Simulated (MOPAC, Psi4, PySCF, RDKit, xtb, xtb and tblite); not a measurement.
Two geometries of SMILES F[Si](F)(F)CB, relaxed at GFN2-xTB with one dihedral held; other torsions can differ between them too.

Structure A

```
10

B      1.5511    -0.0070     0.3555
C      0.3250    -0.6074    -0.4147
Si    -1.0021     0.6866    -0.6970
F     -2.2893     0.1428    -1.4558
F     -1.5840     1.3354     0.6310
F     -0.5494     1.9345    -1.5670
H      1.8768    -0.4389     1.3903
H      2.1811     0.8378    -0.1480
H     -0.1117    -1.4783     0.0730
H      0.6511    -0.9245    -1.4087
```

Structure B

```
10

B     -1.6206    -0.0362     0.3591
C     -0.3742    -0.5406    -0.4651
Si     0.0301     0.3120    -2.0810
F      1.3312    -0.2546    -2.8005
F      0.3144     1.8704    -1.9657
F     -1.0950     0.2011    -3.1968
H     -1.8703    -0.5710     1.3680
H     -2.2885     0.8464    -0.0108
H      0.4963    -0.4999     0.1968
H     -0.5078    -1.6123    -0.6413
```

Which is lower in energy at the level DF-MP2 (frozen core)/cc-pVTZ // GFN2-xTB run with Psi4, and by how much?

A is lower, by 2.45 kcal/mol (dihedral H7–B1–C2–Si3: 120° in A, 180° in B).

E(B) − E(A) in kcal/mol at the other levels, on the same two geometries: GFN2-xTB (xtb and tblite) 2.09; B3LYP/def2-TZVP // GFN2-xTB (Psi4) 2.22; B3LYP-D3(BJ)/def2-TZVP // GFN2-xTB (Psi4) 2.33; PBE/def2-TZVP // GFN2-xTB (Psi4) 2.57; PBE-D3(BJ)/def2-TZVP // GFN2-xTB (Psi4) 2.63; wB97X-D/def2-TZVP // GFN2-xTB (Psi4) 2.22; HF/cc-pVTZ // GFN2-xTB (Psi4) 1.72; UFF // GFN2-xTB (RDKit) 1.69; AM1, restricted, heats of formation // GFN2-xTB (MOPAC) 0.12; PM7, restricted, heats of formation // GFN2-xTB (MOPAC) 1.14; GFN1-xTB // GFN2-xTB (xtb) 3.60; restricted B3LYP/6-31G*, spherical d, density fitting // GFN2-xTB (PySCF) 2.29; restricted B3LYP/3-21G // GFN2-xTB (PySCF) 1.59; restricted B3LYP/LANL2DZ, with its core potentials past Ne // GFN2-xTB (PySCF) 0.49; restricted B3LYP/6-311+G**, spherical d, density fitting // GFN2-xTB (PySCF) 1.80.
